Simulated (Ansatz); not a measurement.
Spectroscopic constants of GeAs, multiplicity 2 (lowest of 2S+1 = 2, 4 at CCSD(T)/def2-TZVPP on PBE0 minima; our sources give no spin for the ground state, which may be another). No spin–orbit coupling. Ge is treated without relativity. As is treated without relativity.

Constants: fifth-degree fit in 1/R to seven points, most abundant isotopes. In def2 and cc sets the state is the lowest found near the PBE0 minimum, followed along R.

Programs: Ansatz (a program for electronic structure) with Gaussian orbitals. Values without a source in brackets are computed.

Q: What bond length and harmonic frequency does SVWN5/def2-TZVPP give?

A: r_e = 2.241 Å, ω_e = 351 cm⁻¹.

Q: What bond length and harmonic frequency does PBE/def2-TZVPP give?

A: r_e = 2.274 Å, ω_e = 338 cm⁻¹.

Q: What bond length and harmonic frequency does B3LYP/def2-TZVPP give?

A: r_e = 2.262 Å, ω_e = 347 cm⁻¹.
